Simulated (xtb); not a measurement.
CH3Li, charge +1, doublet, from a rough starting geometry (GFN-xTB shapes and energies of metal compounds can be far from the true ones) (a state made from the parent by changing its charge; the spin is typed, not shown lowest); GFN2-xTB (xtb 6.7.1).

xtb was given this input:
```
$ xtb mol.xyz --gfn 2 --chrg 1 --uhf 1 --opt vtight --json

# file mol.xyz
5

Li    -1.27923530    -0.71833524    -1.09922618
C      0.08020849     0.03512844     0.07137628
H      0.64716649    -0.69260473     0.71877381
H     -0.36357031     0.73081294     0.79661794
H      0.84298003     0.65050015    -0.48855061
```

### Question
What does xtb print? Leave out banner, timings and long lists.

### Answer

```
   ID    Z sym.   atoms
    1    3 Li     1
    2    6 C      2
    3    1 H      3-5

           -------------------------------------------------
          |                Calculation Setup                |
           -------------------------------------------------

           -------------------------------------------------
          |                 G F N 2 - x T B                 |
           -------------------------------------------------

          ...................................................
          :                      SETUP                      :
          :.................................................:
          :  # basis functions                  11          :
          :  # atomic orbitals                  11          :
          :  # shells                            7          :
          :  # electrons                         7          :
          :  max. iterations                   250          :
          :  Hamiltonian                  GFN2-xTB          :
          :  restarted?                      false          :
          :  GBSA solvation                  false          :
          :  PC potential                    false          :
          :  electronic temp.          300.0000000     K    :
          :  accuracy                    1.0000000          :
          :  -> integral cutoff          0.2500000E+02      :
          :  -> integral neglect         0.1000000E-07      :
          :  -> SCF convergence          0.1000000E-05 Eh   :
          :  -> wf. convergence          0.1000000E-03 e    :
          :  Broyden damping             0.4000000          :
          :  net charge                          1          :
          :  unpaired electrons                  1          :
          ...................................................

 iter      E             dE          RMSdq      gap      omega  full diag
   1     -3.4587886 -0.345879E+01  0.618E+00    3.72       0.0  T
   2     -3.4718836 -0.130950E-01  0.286E+00    4.64       1.0  T
   3     -3.4721839 -0.300369E-03  0.134E+00    4.50       1.0  T
   4     -3.4722548 -0.708429E-04  0.189E-01    4.58       1.0  T
   5     -3.4722605 -0.571346E-05  0.238E-02    4.63       1.9  T
   6     -3.4722609 -0.445966E-06  0.118E-02    4.63       3.8  T
   7     -3.4722610 -0.245447E-07  0.212E-03    4.63      21.0  T
   8     -3.4722610 -0.183024E-08  0.361E-04    4.63     124.0  T
   9     -3.4722610 -0.530433E-10  0.860E-05    4.63     520.0  T

   *** convergence criteria satisfied after 9 iterations ***

         :::::::::::::::::::::::::::::::::::::::::::::::::::::
         ::                     SUMMARY                     ::
         :::::::::::::::::::::::::::::::::::::::::::::::::::::
         :: total energy              -3.424548613705 Eh    ::
         :: gradient norm              0.080254130604 Eh/a0 ::
         :: HOMO-LUMO gap              4.626944048316 eV    ::
         ::.................................................::
         :: SCC energy                -3.472260947359 Eh    ::
         :: -> isotropic ES            0.130076987197 Eh    ::
         :: -> anisotropic ES         -0.006934329753 Eh    ::
         :: -> anisotropic XC          0.004437889789 Eh    ::
         :: -> dispersion             -0.000602714153 Eh    ::
         :: repulsion energy           0.047712333654 Eh    ::
         :: add. restraining           0.000000000000 Eh    ::
         :: total charge               1.000000000000 e     ::
         :::::::::::::::::::::::::::::::::::::::::::::::::::::

      -----------------------------------------------------------
     |                   =====================                   |
     |                        A N C O P T                        |
     |                   =====================                   |
     |               Approximate Normal Coordinate               |
     |                Rational Function Optimizer                |
      -----------------------------------------------------------
      -----------------------------------------------------------
     |                   =====================                   |
     |                        A N C O P T                        |
     |                   =====================                   |
     |               Approximate Normal Coordinate               |
     |                Rational Function Optimizer                |
      -----------------------------------------------------------

          ...................................................
          :                      SETUP                      :
          :.................................................:
          :   optimization level         verytight          :
          :   max. optcycles                   200          :
          :   ANC micro-cycles                  20          :
          :   degrees of freedom                 9          :
          :.................................................:
          :   RF solver                   davidson          :
          :   write xtbopt.log                true          :
          :   linear?                        false          :
          :   energy convergence         0.1000000E-06 Eh   :
          :   grad. convergence          0.2000000E-03 Eh/α :
          :   maxmium RF displ.          1.0000000          :
          :   Hlow (freq-cutoff)         0.1000000E-01      :
          :   Hmax (freq-cutoff)         5.0000000          :
          :   S6 in model hess.         20.0000000          :
          ...................................................

generating ANC from exact Hessian ...
Using Lindh-Hessian (1995)
 Shifting diagonal of input Hessian by    0.0000000000000000
 Lowest  eigenvalues of input Hessian
    0.000000    0.000000    0.000000    0.000000    0.000000    0.000000
    0.016511    0.017426    0.064868    0.081073    0.090721    0.177808
    0.663401    0.918088    0.947203
 Highest eigenvalues
[...]
 * total energy  :    -3.4245486 Eh     change       -0.7251977E-12 Eh
 * total energy  :    -3.4346433 Eh     change       -0.1009468E-01 Eh
 * total energy  :    -3.4373086 Eh     change       -0.2665270E-02 Eh
 * total energy  :    -3.4379039 Eh     change       -0.5953486E-03 Eh
 * total energy  :    -3.4380452 Eh     change       -0.1413289E-03 Eh
 * total energy  :    -3.4381006 Eh     change       -0.5532912E-04 Eh
 * total energy  :    -3.4381200 Eh     change       -0.1940649E-04 Eh
 * total energy  :    -3.4381217 Eh     change       -0.1765348E-05 Eh
 * total energy  :    -3.4381223 Eh     change       -0.5763023E-06 Eh
 * total energy  :    -3.4381224 Eh     change       -0.4641252E-07 Eh
   *** GEOMETRY OPTIMIZATION CONVERGED AFTER 10 ITERATIONS ***
[...]
          :  # basis functions                  11          :
          :  # atomic orbitals                  11          :
          :  # shells                            7          :
          :  # electrons                         7          :
          :  max. iterations                   250          :
          :  Hamiltonian                  GFN2-xTB          :
          :  restarted?                      false          :
          :  GBSA solvation                  false          :
          :  PC potential                    false          :
          :  electronic temp.          300.0000000     K    :
          :  accuracy                    1.0000000          :
          :  -> integral cutoff          0.2500000E+02      :
          :  -> integral neglect         0.1000000E-07      :
          :  -> SCF convergence          0.1000000E-05 Eh   :
          :  -> wf. convergence          0.1000000E-03 e    :
          :  Broyden damping             0.4000000          :
          :  net charge                          1          :
          :  unpaired electrons                  1          :
          ...................................................

 iter      E             dE          RMSdq      gap      omega  full diag
   1     -3.4934413 -0.349344E+01  0.166E-05    3.46       0.0  T
   2     -3.4934413 -0.413003E-13  0.973E-06    3.46    4596.9  T
   3     -3.4934413  0.133227E-14  0.194E-06    3.46   23089.8  T

   *** convergence criteria satisfied after 3 iterations ***

         :::::::::::::::::::::::::::::::::::::::::::::::::::::
         ::                     SUMMARY                     ::
         :::::::::::::::::::::::::::::::::::::::::::::::::::::
         :: total energy              -3.438122369460 Eh    ::
         :: gradient norm              0.000171111601 Eh/a0 ::
         :: HOMO-LUMO gap              3.456459064976 eV    ::
         ::.................................................::
         :: SCC energy                -3.493441306765 Eh    ::
         :: -> isotropic ES            0.131154536504 Eh    ::
         :: -> anisotropic ES         -0.007614292068 Eh    ::
         :: -> anisotropic XC          0.004754982694 Eh    ::
         :: -> dispersion             -0.000636820953 Eh    ::
         :: repulsion energy           0.055318937304 Eh    ::
         :: add. restraining           0.000000000000 Eh    ::
         :: total charge               1.000000000000 e     ::
         :::::::::::::::::::::::::::::::::::::::::::::::::::::

           -------------------------------------------------
          |                Property Printout                |
           -------------------------------------------------

    * Orbital Energies and Occupations

         #    Occupation            Energy/Eh            Energy/eV
      -------------------------------------------------------------
         1        2.0000           -0.7884397             -21.4545
         2        2.0000           -0.6835261             -18.5997
         3        2.0000           -0.6834904             -18.5987
         4        1.0000           -0.5852450             -15.9253 (HOMO)
         5                         -0.4582224             -12.4689 (LUMO)
         6                         -0.2943787              -8.0105
         7                         -0.2943778              -8.0104
         8                         -0.1999974              -5.4422
         9                          0.0620474               1.6884
        10                          0.0624285               1.6988
        11                          0.1142151               3.1080
      -------------------------------------------------------------
                  HL-Gap            0.1270225 Eh            3.4565 eV
             Fermi-level           -0.5780507 Eh          -15.7296 eV

     #   Z          covCN         q      C6AA      α(0)
     1   3 Li       0.709     0.743    43.600    21.882
     2   6 C        3.485    -0.180    26.181     7.634
     3   1 H        0.926     0.146     1.421     1.864
     4   1 H        0.926     0.146     1.421     1.864
     5   1 H        0.926     0.146     1.421     1.864

 Mol. C6AA /au·bohr⁶  :        199.066020
 Mol. C8AA /au·bohr⁸  :       8072.404046
 Mol. α(0) /au        :         35.107864

Wiberg/Mayer (AO) data.
largest (>0.10) Wiberg bond orders for each atom

 ---------------------------------------------------------------------------
     #   Z sym  total        # sym  WBO       # sym  WBO       # sym  WBO
 ---------------------------------------------------------------------------
     1   3 Li   0.463 --     2 C    0.374
     2   6 C    3.218 --     4 H    0.948     5 H    0.948     3 H    0.948
                             1 Li   0.374
     3   1 H    0.979 --     2 C    0.948
     4   1 H    0.979 --     2 C    0.948
     5   1 H    0.979 --     2 C    0.948
 ---------------------------------------------------------------------------

Topologies differ in total number of bonds
Writing topology from bond orders to xtbtopo.mol

molecular dipole:
                 x           y           z       tot (Debye)
 q only:       -1.655      -0.967      -1.429
   full:       -1.947      -1.141      -1.685       7.158
molecular quadrupole (traceless):
                xx          xy          yy          xz          yz          zz
 q only:        2.017       3.964      -2.382       5.849       3.444       0.365
  q+dip:        2.687       5.308      -3.184       7.830       4.617       0.497
   full:        2.572       5.071      -3.044       7.481       4.409       0.472

optimized geometry written to: xtbopt.xyz

           -------------------------------------------------
          | TOTAL ENERGY               -3.438122369460 Eh   |
          | GRADIENT NORM               0.000171111601 Eh/α |
          | HOMO-LUMO GAP               3.456459064976 eV   |
           -------------------------------------------------

normal termination of xtb
```
